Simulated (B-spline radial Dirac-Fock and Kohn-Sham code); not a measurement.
The computed values come from a B-spline atomic structure program: ΔSCF Dirac-Fock with Breit, self-energy and vacuum polarisation, finite nucleus, configuration average. No correlation.

Q: Identify the element and charge state from the binding energies below (tabulated ground configuration; the least bound level is included).

```
level  binding energy (eV)
    K               8777.8
   L1               1448.4
   L3               1291.1
   M1                465.0
 M2,3                421.9
```

A: Ni¹³⁺: Z = 28 with 15 electrons, [Ne] 3s2 3p3. The hydrogen-like estimate √(E/Ry) = 25.4 for the K level lies 2.6 below Z; the outermost level, at 421.9 eV, fixes the charge.
